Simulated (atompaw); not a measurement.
## LDA (PW92) PAW (atompaw) dataset for Mn (Z = 25), scalar-relativistic all-electron reference.

atompaw 4.2.0.5 input, output lines left out:

```
Mn 25
LDA-PW scalarrelativistic loggrid 1500 logderivrange -8 5 326
4 4 3 0 0 0
4 1 0
3 2 5
0 0 0
c
c
v
v
c
v
v
v
2
1.90 1.50 1.40 1.50
n
n
y
0.3
n
custom polynom2 7 10 vanderbiltortho sinc
3 -0.5 vpsmatchnc
1.15
1.90
1.30
1.90
1.90
1.90
```

Poles of the logarithmic derivatives, all-electron (AE) and pseudo (PS). s: poles at -6.1 (AE) and -6.1, 4.3 (PS) Ry. p: poles at -3.8 (AE) and -3.8, 4.1 (PS) Ry. d: poles at 0.1 (AE) and 0.1 (PS) Ry. Test radius 1.90 bohr.

* Cutoffs needed: 200 Ry and over 300 Ry (the cutoffs (Ry, on a coarse ladder) from which the occupation-weighted sum of valence levels, in a spherical-Bessel basis at the reference potential, stays within 10 and 1 mRy of its value at 400 Ry)
* Ghost test: no extra level below or beside the all-electron valence levels (s, p, d, f tested) (spherical-Bessel basis up to 400 Ry, 20 bohr box)
* Lowest eigenvalue of the overlap operator: 0.63 (s channel)
* Overlap eigenvalues printed by atompaw (projector basis): 0.582, 0.624, 1.16, 134, 1.59e+03, 5.42e+04
* Share of each valence orbital outside the PAW sphere: 3s 1 %, 4s 86 %, 3p 2 %, 4p 96 %, 3d 15 %
